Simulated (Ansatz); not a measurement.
`[F][Ge]([F])([SiH3])[Cl]` + `[NH2][AlH][Cl]` → `[SiH3][NH][AlH][Cl]` + `[F][GeH]([F])[Cl]` at 600 K and 1 bar (cleavage of the Si–Ge bond).

Gas-phase electronic energies from Ansatz, PBE0-D4/def2-TZVP geometries. CCSD(T)/CBS is the MP2 limit (def2-TZVPP, def2-QZVPP) plus CCSD(T) − MP2 in def2-TZVPP, frozen cores. For Ge outer-core shells are correlated without core-valence functions, which leaves a few kJ/mol of doubt a bond. Scalar relativity is left out up to krypton. One conformer a species, not always the lowest.

```tsv
species	CCSD(T)/CBS energy (Eh)	H − E (kJ/mol)	S (J/(mol·K))
`[F][Ge]([F])([SiH3])[Cl]`	-3026.48035	146.0	473.5
`[NH2][AlH][Cl]`	-758.40905	131.1	353.8
`[SiH3][NH][AlH][Cl]`	-1048.70845	190.5	440.3
`[F][GeH]([F])[Cl]`	-2736.19042	79.1	374.4
```

H − E and S are ideal-gas, rigid-rotor, harmonic terms from PBE0-D4/def2-TZVP, for one conformer and one mirror image of each species. 1 Eh = 2625.50 kJ/mol, R = 8.31446 J/(mol·K).

Problem. By hand: ΔE, ΔH, ΔS and ΔG.

Solution. ΔE = (-1048.70845) + (-2736.19042) − (-3026.48035) − (-758.40905) = -0.00947 Eh = -24.9 kJ/mol. Δ(H − E) = 190.5 + 79.1 − 146.0 − 131.1 = -7.5, so ΔH = -32.4 kJ/mol. ΔS = 440.3 + 374.4 − 473.5 − 353.8 = -12.6 J/(mol·K). ΔG = -32.4 − 600 × (-12.6)/1000 = -24.8 kJ/mol.

Problem. By hand: the equilibrium constant, and the temperature at which ΔG would vanish if ΔH and ΔS stayed fixed.

Solution. log₁₀ K = −ΔG/(RT ln 10) = 2.2. ΔG = 0 at ΔH/ΔS = 2571 K, far beyond where these terms or the molecules hold.

The number of gas molecules stays the same, so ΔS is small and ΔH decides. A doubt of 5 kJ/mol in ΔE shifts log₁₀ K by 0.4 here. Other conformers and mirror images would add mixing entropy, several J/(mol·K) or more a flexible species. Modes under 60 cm⁻¹, often nearly free rotors, make the harmonic entropy too high. These are equilibria of isolated gas molecules and say nothing of rates. Largest T1 diagnostic: 0.012 (customary marks: 0.02 for closed shells, 0.045 for open ones).
